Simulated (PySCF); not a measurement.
PySCF input (TPSSh/def2-TZVPD):

```python
from pyscf import gto, scf, dft

mol = gto.M(
    atom='''
    O    -2.09899083    0.33409153    0.37067787
    C    -0.97246418    0.15478488    0.17173536
    B     0.48534028   -0.07725049   -0.08571019
    F     1.22605821    0.90572018   -0.58752276
    F     1.01838738   -1.26296341    0.19115785
    ''',
    basis='def2-tzvpd',
    charge=0,
    spin=1,
    verbose=4,
)

mf = dft.UKS(mol, xc='tpssh').density_fit(auxbasis='def2-universal-jkfit')
mf.grids.level = 3
mf.conv_tol = 1e-9
mf.max_cycle = 100
mf.max_memory = 1500
mf.kernel()
if not mf.converged:
    mf = mf.newton()
    mf.kernel(mf.make_rdm1())
for _ in range(2):
    mo, _, stable, _ = mf.stability(return_status=True)
    if stable:
        break
    mf.kernel(mf.make_rdm1(mo, mf.mo_occ))
mf.analyze()
```

Output:

```
PySCF version 2.14.0

[INPUT] verbose = 4
[INPUT] num. atoms = 5
[INPUT] num. electrons = 37
[INPUT] charge = 0
[INPUT] spin (= nelec alpha-beta = 2S) = 1
[INPUT] symmetry False subgroup None
[INPUT] Mole.unit = angstrom
[INPUT] Symbol           X                Y                Z      unit          X                Y                Z       unit  Magmom
[INPUT]  1 O     -2.098990830000   0.334091530000   0.370677870000 AA   -3.966517806674   0.631341492237   0.700479654737 Bohr   0.0
[INPUT]  2 C     -0.972464180000   0.154784880000   0.171735360000 AA   -1.837690966150   0.292501031424   0.324532796304 Bohr   0.0
[INPUT]  3 B      0.485340280000  -0.077250490000  -0.085710190000 AA    0.917160206420  -0.145982269088  -0.161968785184 Bohr   0.0
[INPUT]  4 F      1.226058210000   0.905720180000  -0.587522760000 AA    2.316914229674   1.711563085692  -1.110257108349 Bohr   0.0
[INPUT]  5 F      1.018387380000  -1.262963410000   0.191157850000 AA    1.924473236913  -2.386654950247   0.361235983061 Bohr   0.0

nuclear repulsion = 139.966883614971
number of shells = 68
number of NR pGTOs = 269
number of NR cGTOs = 194
basis = def2-tzvpd
ecp = {}

******** <class 'pyscf.df.df_jk.DFUKS'> ********
method = DFUKS
initial guess = minao
damping factor = 0
level_shift factor = 0
DIIS = <class 'pyscf.scf.diis.CDIIS'>
diis_start_cycle = 1
diis_space = 8
diis_damp = 0
SCF conv_tol = 1e-09
SCF conv_tol_grad = None
SCF max_cycles = 100
direct_scf = False
number electrons alpha = 19  beta = 18
XC library pyscf.dft.libxc version 7.1.2
    S. Lehtola, C. Steigemann, M. J. T. Oliveira, and M. A. L. Marques,  SoftwareX 7, 1–5 (2018)
XC functionals = tpssh
    V. N. Staroverov, G. E. Scuseria, J. Tao, and J. P. Perdew,  J. Chem. Phys. 119, 12129 (2003)
radial grids:
    Treutler-Ahlrichs [JCP 102, 346 (1995); DOI:10.1063/1.469408] (M4) radial grids

becke partition: Becke, JCP 88, 2547 (1988); DOI:10.1063/1.454033
pruning grids: <function nwchem_prune>
grids dens level: 3
symmetrized grids: False
atomic radii adjust function: <function treutler_atomic_radii_adjust>
small_rho_cutoff = 0
Set gradient conv threshold to 3.16228e-05
tot grids = 70776
******** <class 'pyscf.df.df.DF'> ********
auxbasis = def2-universal-jkfit
init E= -338.699453141519
  alpha nocc = 19  HOMO = -0.169177976693913  LUMO = -0.123791266198143
  beta  nocc = 18  HOMO = -0.481164712571946  LUMO = -0.16917797669392

WARN: HOMO -0.169177976693913 >= LUMO -0.16917797669392

[...]
  beta  nocc = 18  HOMO = -0.413156015332502  LUMO = -0.113718442303695
  HOMO = -0.203396396589  LUMO = -0.113718442304  gap/eV = 2.44026
Extra cycle  E= -338.079296434064  delta_E= 9.32e-12  |g|= 9.77e-06  |ddm|= 6.9e-06
converged SCF energy = -338.079296434064  <S^2> = 0.75248485  2S+1 = 2.0024833
uhf_internal: lowest eigs of H = [0.34084879 0.35863286 0.39920947]
<class 'pyscf.df.df_jk.DFUKS'> wavefunction is stable in the internal stability analysis
**** SCF Summaries ****
Total Energy =                        -338.079296434063849
Nuclear Repulsion Energy =             139.966883614970897
One-electron Energy =                 -743.887582859235408
Two-electron Energy =                  265.841402810200634
Two-electron Coulomb Energy =          304.878426491627863
DFT Exchange-Correlation Energy =      -39.037023681427208
HOMO-LUMO gap [eV] =                     2.440261431544144
**** MO energy ****
                             alpha | beta                alpha | beta
MO #1   energy= -24.6303047301684  | -24.6288320122948  occ= 1 | 1
MO #2   energy= -24.630303381792   | -24.6288303948843  occ= 1 | 1
MO #3   energy= -19.161775705896   | -19.1539970178825  occ= 1 | 1
MO #4   energy= -10.2440929806338  | -10.2375948843569  occ= 1 | 1
MO #5   energy= -6.81837207520072  | -6.81523514056288  occ= 1 | 1
MO #6   energy= -1.22444858896681  | -1.22166196129218  occ= 1 | 1
MO #7   energy= -1.20089864846127  | -1.19828629928136  occ= 1 | 1
MO #8   energy= -1.13185785195113  | -1.12013526762545  occ= 1 | 1
MO #9   energy= -0.663923634886665 | -0.640000966037437 occ= 1 | 1
MO #10  energy= -0.557017116173938 | -0.55274772358187  occ= 1 | 1
MO #11  energy= -0.528064543927846 | -0.526209593540469 occ= 1 | 1
MO #12  energy= -0.519831881181425 | -0.512966835138193 occ= 1 | 1
MO #13  energy= -0.496542011230676 | -0.475707835790376 occ= 1 | 1
MO #14  energy= -0.465838102309331 | -0.455045241791378 occ= 1 | 1
MO #15  energy= -0.460155555213328 | -0.429942635586705 occ= 1 | 1
MO #16  energy= -0.431692428535185 | -0.423302982124212 occ= 1 | 1
MO #17  energy= -0.425516002609135 | -0.421324513630495 occ= 1 | 1
MO #18  energy= -0.414137972044072 | -0.413156015332502 occ= 1 | 1
MO #19  energy= -0.203396396589103 | -0.113718442303695 occ= 1 | 0
MO #20  energy= -0.103141633196202 | -0.0916795740064555 occ= 0 | 0
MO #21  energy= -0.00791625754499492 | -0.00344213009265815 occ= 0 | 0
MO #22  energy= 0.0217585738992938 | 0.0255611727835721 occ= 0 | 0
MO #23  energy= 0.0398750192617468 | 0.0519046213682983 occ= 0 | 0
MO #24  energy= 0.0506612796723892 | 0.0595622131138401 occ= 0 | 0
MO #25  energy= 0.061341777390954  | 0.0798047473607125 occ= 0 | 0
MO #26  energy= 0.0769777251223785 | 0.0864370347909948 occ= 0 | 0
MO #27  energy= 0.0860441641564795 | 0.0882015014970187 occ= 0 | 0
MO #28  energy= 0.0914747174466746 | 0.0984895420578602 occ= 0 | 0
MO #29  energy= 0.101242929997581  | 0.106787060180579  occ= 0 | 0
MO #30  energy= 0.109377591105731  | 0.116423449566317  occ= 0 | 0
MO #31  energy= 0.122549551829971  | 0.125997253155568  occ= 0 | 0
MO #32  energy= 0.124649039820472  | 0.12718109931929   occ= 0 | 0
MO #33  energy= 0.156465025394416  | 0.157238673506177  occ= 0 | 0
MO #34  energy= 0.162176326227309  | 0.170485447902306  occ= 0 | 0
MO #35  energy= 0.165989854758687  | 0.173332374947091  occ= 0 | 0
MO #36  energy= 0.177868863476239  | 0.182309650898283  occ= 0 | 0
MO #37  energy= 0.180781203913868  | 0.183632982438222  occ= 0 | 0
MO #38  energy= 0.199515603347174  | 0.20240167518176   occ= 0 | 0
MO #39  energy= 0.229151844720759  | 0.233049446035228  occ= 0 | 0
MO #40  energy= 0.229362292774831  | 0.234171997109729  occ= 0 | 0
MO #41  energy= 0.231823760434999  | 0.23643127688678   occ= 0 | 0
MO #42  energy= 0.249089131437766  | 0.256984839147181  occ= 0 | 0
MO #43  energy= 0.259681420562239  | 0.267142116577055  occ= 0 | 0
MO #44  energy= 0.30495456914848   | 0.308545194250379  occ= 0 | 0
MO #45  energy= 0.310604301236715  | 0.314615202798041  occ= 0 | 0
MO #46  energy= 0.31954786257394   | 0.324367572965514  occ= 0 | 0
MO #47  energy= 0.320989364922618  | 0.32688182413204   occ= 0 | 0
MO #48  energy= 0.33357626695615   | 0.340157995522407  occ= 0 | 0
MO #49  energy= 0.345024057805898  | 0.346508413449739  occ= 0 | 0
MO #50  energy= 0.36522161991235   | 0.370123837215904  occ= 0 | 0
MO #51  energy= 0.377856862701634  | 0.382810513512236  occ= 0 | 0
MO #52  energy= 0.388777484332358  | 0.395265382765772  occ= 0 | 0
MO #53  energy= 0.424108580239185  | 0.435443065584742  occ= 0 | 0
MO #54  energy= 0.480099100703637  | 0.484379428294876  occ= 0 | 0
MO #55  energy= 0.481077976911187  | 0.486265834067845  occ= 0 | 0
MO #56  energy= 0.484168176120435  | 0.495401252997144  occ= 0 | 0
MO #57  energy= 0.486039355184814  | 0.49829535502353   occ= 0 | 0
MO #58  energy= 0.499686714225953  | 0.503638911941848  occ= 0 | 0
MO #59  energy= 0.522087694225444  | 0.527461995260665  occ= 0 | 0
MO #60  energy= 0.555357689230715  | 0.557781518552331  occ= 0 | 0
MO #61  energy= 0.567176261583655  | 0.571734460087274  occ= 0 | 0
MO #62  energy= 0.579387477962188  | 0.584256096593545  occ= 0 | 0
MO #63  energy= 0.582628098471475  | 0.58588148823669   occ= 0 | 0
MO #64  energy= 0.602696833777788  | 0.608237251261189  occ= 0 | 0
MO #65  energy= 0.607458255391346  | 0.609231798236508  occ= 0 | 0
MO #66  energy= 0.613598477820008  | 0.614807244138125  occ= 0 | 0
MO #67  energy= 0.613911014774629  | 0.618003575772737  occ= 0 | 0
MO #68  energy= 0.617353983476513  | 0.619307251882596  occ= 0 | 0
MO #69  energy= 0.620509587161676  | 0.624001196687834  occ= 0 | 0
MO #70  energy= 0.666172674011904  | 0.671281233708708  occ= 0 | 0
MO #71  energy= 0.692036029880745  | 0.697753821783016  occ= 0 | 0
MO #72  energy= 0.711630190626824  | 0.71322648792197   occ= 0 | 0
MO #73  energy= 0.713132498777099  | 0.729677710378011  occ= 0 | 0
MO #74  energy= 0.745969419482318  | 0.760823929133643  occ= 0 | 0
MO #75  energy= 0.778605000252398  | 0.788874559716518  occ= 0 | 0
MO #76  energy= 0.849252051193584  | 0.854386911391032  occ= 0 | 0
MO #77  energy= 0.865572054550959  | 0.879453463073339  occ= 0 | 0
MO #78  energy= 0.874245315669062  | 0.883049210462696  occ= 0 | 0
MO #79  energy= 0.881272018636321  | 0.885414540781671  occ= 0 | 0
MO #80  energy= 0.948056003777342  | 0.954742747238456  occ= 0 | 0
MO #81  energy= 0.948162620376312  | 0.959209679933289  occ= 0 | 0
MO #82  energy= 0.953130139134031  | 0.960275628441453  occ= 0 | 0
MO #83  energy= 0.970340118678155  | 0.974011171864774  occ= 0 | 0
MO #84  energy= 1.01897289786238   | 1.02472173189689   occ= 0 | 0
MO #85  energy= 1.02531862341455   | 1.02977557042929   occ= 0 | 0
MO #86  energy= 1.0970879391701    | 1.11962257616005   occ= 0 | 0
MO #87  energy= 1.11619537859339   | 1.12356421689603   occ= 0 | 0
MO #88  energy= 1.12933418481337   | 1.13375556045576   occ= 0 | 0
MO #89  energy= 1.15453440577405   | 1.16696537496405   occ= 0 | 0
MO #90  energy= 1.1907150150816    | 1.19710558484432   occ= 0 | 0
MO #91  energy= 1.22136504978689   | 1.22576443773915   occ= 0 | 0
MO #92  energy= 1.23116571403787   | 1.250730700413     occ= 0 | 0
MO #93  energy= 1.25685000427465   | 1.26144302191141   occ= 0 | 0
MO #94  energy= 1.2742439858071    | 1.28407979374588   occ= 0 | 0
MO #95  energy= 1.35497014914869   | 1.35887864574435   occ= 0 | 0
MO #96  energy= 1.52576727399476   | 1.52782000198412   occ= 0 | 0
MO #97  energy= 1.52820464000225   | 1.5309402431635    occ= 0 | 0
MO #98  energy= 1.64929986625743   | 1.68261081625378   occ= 0 | 0
MO #99  energy= 1.68693929963253   | 1.69803363842929   occ= 0 | 0
MO #100 energy= 1.70429850616998   | 1.71896363937313   occ= 0 | 0
MO #101 energy= 1.75606472209003   | 1.77067910674021   occ= 0 | 0
MO #102 energy= 1.76429542789821   | 1.77804538868244   occ= 0 | 0
MO #103 energy= 1.78296040271626   | 1.79066212528004   occ= 0 | 0
MO #104 energy= 1.81758512369759   | 1.83911812722557   occ= 0 | 0
[...]
```

It need not be the lowest isomer of its formula.
